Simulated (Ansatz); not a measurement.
## InCl (SMILES [Cl][In]): the energy, rung by rung

InCl has 2 atoms, charge 0, and is taken as a singlet. As SMILES, `[Cl][In]`. Geometry: a GFN2-xTB relaxation, a rough one for these elements and not checked as a minimum.

```xyz
2

Cl    0.0000    0.0000    0.0000
In    0.0000    0.0000    2.3857
```

Quantity: the energy change with the Cl1–In2 bond stretched from 2.386 to 2.982 Å, in eV. The values are calculated.

```csv
level,kind,program,value (eV),less FCI/STO-3G,CPU time (all runs)
HF/STO-3G (restricted),Hartree–Fock,Ansatz,1.61,+0.07,0.84 s
SVWN5/STO-3G (restricted),LDA,Ansatz,1.73,+0.19,1.8 s
revPBE/STO-3G (restricted),GGA,Ansatz,1.46,-0.08,2.5 s
r2SCAN/STO-3G (restricted),meta-GGA,Ansatz,1.59,+0.05,6.6 s
PBE0/STO-3G (restricted),global hybrid,Ansatz,1.59,+0.05,2.7 s
wB97X/STO-3G (restricted),range-separated hybrid,Ansatz,1.68,+0.14,10 s
B2PLYP/STO-3G (restricted),double hybrid,Ansatz,1.57,+0.03,3.8 s
BCCD(T)/STO-3G (restricted),coupled cluster or CI,Ansatz,1.54,0.00,1.2 s
CCSDTQ/STO-3G (restricted),coupled cluster or CI,Ansatz,1.54,0.00,31 s
FCI/STO-3G,exact in the basis,Ansatz,1.54,0.00,1.8 s
```

FCI/STO-3G is exact within its basis and frozen core, so for wave-function methods in that basis the difference is their error; functionals converge differently with the basis, so for them it is only a difference. All-electron rows without a relativistic Hamiltonian named are non-relativistic. The first shape isn't each level's own minimum. The values span 1.46 to 1.73 eV. All rows use very small basis sets, so none should be taken for the real molecule's value. In the correlated wave-function rows the outer d shell of In is correlated, in sets not made for it. Times are those of the runs behind each value, whatever else they computed, on shared processors of several kinds: orders of magnitude only.
